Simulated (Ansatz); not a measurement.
Wavefunction ladder for Br₂HInS (`[SH][In]([Br])[Br]`)

```xyz
5

S    -1.619   -0.451   -0.941
In    0.294    0.417    0.132
Br    0.755    2.817    0.135
Br    1.870   -1.071    1.273
H    -1.300   -1.712   -0.598
```

Charge 0, multiplicity 1. Correlated methods include outer-core shells of Br, In, which these sets cover unevenly. Scalar relativity is left out up to krypton. In: def2 effective core potential. Geometry: relaxed with PBE0-D4/def2-TZVP. It is one conformer, not always the lowest. Frozen core, restricted reference, Ansatz.

| basis | HF (Eh) | MP2 corr. | CCSD corr. | (T) | CCSD(T) total |
| --- | --- | --- | --- | --- | --- |
| def2-SVP | -5731.55760 | -0.66572 | -0.68739 | -0.01747 | -5732.26246 |
| def2-TZVPP | -5732.33690 | -0.99309 | -1.01083 | -0.03724 | -5733.38497 |
| def2-QZVPP | -5732.44787 | -1.83499 | – | – | – |
